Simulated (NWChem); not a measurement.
System meant: HfNH2F3; SMILES [NH2][Hf]([F])([F])[F]

NWChem input:

```
start job
memory heap 200 mb stack 900 mb global 1100 mb
geometry units angstroms noautoz
  Hf    -0.003692     0.053688     0.068321
  F      1.589954     0.442392     1.053987
  F     -1.642021     0.373171     1.003866
  F      0.008817     1.096991    -1.539700
  N      0.042909    -1.906102    -0.407281
  H      0.880455    -2.457302    -0.584213
  H     -0.768507    -2.503390    -0.553758
end
basis spherical
  * library def2-svp
end
dft
  xc b3lyp
  iterations 150
  mulliken
end
task dft energy
```

End of the output:

```
          Convergence Information
          -----------------------
          Convergence aids based upon iterative change in
          total energy or number of iterations.
          Levelshifting, if invoked, occurs when the
          HOMO/LUMO gap drops below (HL_TOL):  1.00D-02
          DIIS, if invoked, will attempt to extrapolate
          using up to (NFOCK): 10 stored Fock matrices.

                    Damping( 0%)  Levelshifting(0.5)       DIIS
                  --------------- ------------------- ---------------
          dE  on:    start            ASAP                start
          dE off:    2 iters        150 iters           150 iters

      Screening Tolerance Information
      -------------------------------
          Density screening/tol_rho:  1.00D-10
          AO Gaussian exp screening on grid/accAOfunc:  14
          CD Gaussian exp screening on grid/accCDfunc:  20
          XC Gaussian exp screening on grid/accXCfunc:  20
          Schwarz screening/accCoul:  1.00D-08

      Superposition of Atomic Density Guess
      -------------------------------------

      charge =      72.0 Hf (Hafnium)

      symmetry species            s     p     d     f
      number of basis functions = 7     6     5     1
      number of cont. functions = 6     3     2     1
      number of closed shells   = 6     4     2     1
      number of open shells     = 0     0     1     0
      open shell occupation     = 0     0     2     0
 ------------------------------------------------------------------------
 atomscf:atomd: error in atom scf                   0
 ------------------------------------------------------------------------
 ------------------------------------------------------------------------
  current input line :
    20: task dft energy
 ------------------------------------------------------------------------
 ------------------------------------------------------------------------
 This error has not yet been assigned to a category
 ------------------------------------------------------------------------
 For more information see the NWChem manual at https://nwchemgit.github.io

0:atomscf:atomd: error in atom scf:Received an Error in Communication
```

Q: What is wrong, and how is it mended?

A: The run crashed. Cause: the def2 basis of a heavy element holds valence functions alone and wants its effective core potential (without it all electrons must fit into that basis). This input runs:
```
start job
memory heap 200 mb stack 900 mb global 1100 mb
geometry units angstroms noautoz
  Hf    -0.003692     0.053688     0.068321
  F      1.589954     0.442392     1.053987
  F     -1.642021     0.373171     1.003866
  F      0.008817     1.096991    -1.539700
  N      0.042909    -1.906102    -0.407281
  H      0.880455    -2.457302    -0.584213
  H     -0.768507    -2.503390    -0.553758
end
basis spherical
  * library def2-svp
end
ecp
  Hf library def2-ecp
end
dft
  xc b3lyp
  iterations 150
  mulliken
end
task dft energy
```
It converges to -403.54284 Ha (B3LYP/def2-SVP with def2 effective core potentials on Hf).
